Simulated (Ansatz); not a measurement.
Geometry optimisation, RKS LDA/6-31G* (Ansatz 0.2.0).

input.yaml

```yaml
crystal:
  periodic: [false, false, false]
  atoms:
    - { symbol: B, position_ang: [0.0, 0.0, 0.0] }
    - { symbol: Cl, position_ang: [0.0, 0.0, 2.21] }
    - { symbol: H, position_ang: [1.0305, 0.0, -0.595] }
    - { symbol: H, position_ang: [-1.0305, 0.0, -0.595] }
    - { symbol: O, position_ang: [0.0715, -1.6212, 0.5392] }
    - { symbol: Si, position_ang: [-0.6985, -2.9178, -0.2012] }
    - { symbol: H, position_ang: [0.2063, -4.0629, -0.2427] }
    - { symbol: H, position_ang: [-1.8953, -3.2713, 0.5566] }
    - { symbol: H, position_ang: [-1.0766, -2.5477, -1.562] }
    - { symbol: H, position_ang: [0.053, -1.2026, 1.6085] }
basis:
  gaussian: { orbitals: "6-31G*" }
hamiltonian:
  xc: lda
relax:
  f_tol: 0.15
  max_steps: 25
  restrain:
    - { distance: [0, 4], at: 2.61, k: 30.0 }
    - { distance: [9, 1], at: 2.57, k: 30.0 }
    - { distance: [0, 1], at: 1.86, k: 30.0 }
    - { distance: [9, 4], at: 1.01, k: 30.0 }
output:
  orbitals: {}
```

Command:

```bash
$ ansatz run input.yaml --threads 1 --pin off --max-ram 2048MiB --backend cpu --events-out ev --progress --plain --runs-dir out
```

Task: Where does it end, and by what steps?

Result: It converged. The restraints hold the end off the free minimum. After 7 steps the energy has fallen by 1.430 eV (the restraints' own energy left out); Cl2 moved furthest, 0.86 Å. Parted: B1–O5 (1.71 → 2.59 Å), Cl2–H10 (1.35 → 2.57 Å).

| step | energy less start (eV) | largest force component (eV/Å) | accepted |
| --- | --- | --- | --- |
| 0 | 0.0000 | 5.277 | yes |
| 1 | -0.4997 | 3.177 | yes |
| 2 | -0.4300 | 2.792 | yes |
| 3 | -0.4667 | 2.717 | yes |
| 4 | -0.9920 | 2.064 | yes |
| 5 | -1.3755 | 1.283 | yes |
| 6 | -1.4161 | 1.084 | yes |
| 7 | -1.4303 | 1.255 | yes |

```xyz
10
Properties=species:S:1:pos:R:3
B 0.019 0.367 0.080
Cl -0.043 0.783 1.854
H 1.084 0.462 -0.460
H -1.039 0.161 -0.454
O 0.322 -2.133 0.692
Si -0.693 -3.142 -0.182
H 0.021 -4.431 -0.435
H -1.967 -3.418 0.570
H -1.024 -2.503 -1.497
H -0.019 -1.770 1.551
```

Time of the run: 8.9 s on 1 thread of Intel(R) Xeon(R) 6975P-C (Granite Rapids), with other jobs on the host, peak memory 0.16 GiB.
